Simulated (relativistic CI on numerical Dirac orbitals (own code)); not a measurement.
## Slater and spin-orbit integrals, Co6+

Method of calculation: Dirac-Coulomb-Breit CI, separate exchange-only KLI orbitals for each configuration, QED by a radiative potential, unscaled Slater integrals (own radial code, finite nucleus).

Slater integrals F^k, G^k are unscaled and averaged over j, outside the closed core [Ne]; ζ comes from projecting the Hamiltonian with its Breit term on Σ l·s of the shell.

- 3s2 3p6 3d3: F^2(3d,3d) = 123840, F^4(3d,3d) = 78421, ζ(3d) = 790.42 cm⁻¹; <r>(3d) = 0.787, <r^2>(3d) = 0.7453 (bohr units).
- 3s2 3p5 3d4: ζ(3p) = 10912, F^2(3d,3d) = 123720, F^4(3d,3d) = 78342, F^2(3p,3d) = 124790, G^1(3p,3d) = 151270, G^3(3p,3d) = 94319, ζ(3d) = 768.12 cm⁻¹; <r>(3p) = 0.7616, <r^2>(3p) = 0.6741, <r>(3d) = 0.7877, <r^2>(3d) = 0.7468 (bohr units).
- 3s2 3p6 3d2 4s: F^2(3d,3d) = 128610, F^4(3d,3d) = 81615, ζ(3d) = 856.3, G^2(3d,4s) = 14387 cm⁻¹; <r>(3d) = 0.7619, <r^2>(3d) = 0.697, <r>(4s) = 1.744, <r^2>(4s) = 3.413 (bohr units).

**Question.** Give the Racah parameters of the d shell in 3s2 3p6 3d3.

**Answer.** B = F²/49 − 5F⁴/441 = 1638 cm⁻¹ and C = 35F⁴/441 = 6224 cm⁻¹.

In this model ζ of a weakly bound d, f or g electron outside closed shells comes out too small, for d by up to a factor of two or three and at times with the wrong sign; that of an outer p electron is too small as well.

Averages of the first 10 configurations, taken without configuration mixing, which lowers the lowest level and can move excited configurations by several eV; other configurations of the list can lie among them:

```tsv
Configuration	Parity	States	Average energy above the lowest level (eV)
3s2 3p6 3d3	even	120	4.3
3s2 3p5 3d4	odd	1260	67.6
3s2 3p6 3d2 4s	even	90	47.2
3s2 3p6 3d2 4p	odd	270	58.4
3s 3p6 3d4	even	420	112.4
3s2 3p6 3d2 4d	even	450	75.3
3s2 3p6 3d2 5s	even	90	85.7
3s2 3p6 3d2 4f	odd	630	87.9
3s2 3p6 3d2 5p	odd	270	90.4
3s2 3p6 3d2 5d	even	450	97.6
```
